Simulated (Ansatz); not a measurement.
Reaction (ligand exchange at a B–Te bond): `CC[Te]B(O)O` + `OB(O)O` → `OB(O)OB(O)O` + `CC[TeH]`

Computed with Ansatz on PBE0-D4/def2-TZVP structures; ΔE is electronic, products minus reactants. CBS: MP2 limit from def2 TZ/QZ plus the TZ coupled-cluster correction, frozen cores. This one scheme is used for every species. DFT in def2-TZVPP. B3LYP here is the variant with VWN-RPA as its local correlation; programs differ in this. Elements past krypton have def2 core potentials. For Te outer-core shells are correlated without core-valence functions, which leaves a few kJ/mol of doubt a bond. Each species was taken in one conformer, which may not be the lowest.

| level | ΔE (kJ/mol) | difference from CCSD(T)/CBS |
| --- | --- | --- |
| PBE-D4 | -63.2 | 8.3 |
| r2SCAN-D4 | -74.5 | -3.0 |
| PBE0-D4 | -69.8 | 1.7 |
| ωB97M-V | -77.3 | -5.8 |
| PBE | -65.8 | 5.7 |
| PBE0 | -72.3 | -0.8 |
| B3LYP | -83.0 | -11.5 |
| HF/def2-TZVPP | -101.8 | -30.3 |
| SCS-MP2/def2-TZVPP | -72.2 | -0.7 |
| CCSD(T)/def2-TZVPP | -74.8 | -3.3 |
| HF/def2-QZVPP | -102.9 | -31.4 |
| MP2/def2-QZVPP | -63.6 | 7.9 |
| SCS-MP2/def2-QZVPP | -71.0 | 0.5 |
| HF/CBS(def2) | -103.0 | -31.5 |
| MP2/CBS(def2) | -61.8 | 9.7 |
| CCSD/CBS(def2) | -76.5 | -5.0 |
| CCSD(T)/CBS | -71.5 | 0 |

Largest T1 diagnostic among the species: 0.012.

In def2-TZVPP, CCSD(T) changes the Hartree–Fock value by +27.0 kJ/mol (the triples alone add +5.0 kJ/mol) and MP2 by +36.6 kJ/mol. From PBE to PBE0 (25 % exact exchange), in def2-TZVPP and without D4, ΔE moves by −6.5 kJ/mol. The D4 term adds +4.4 kJ/mol with B3LYP and +2.5 kJ/mol with PBE0; it sums over pairs of atoms, weighted by their polarisabilities, and B3LYP, whose exchange is more repulsive, gets the larger term.
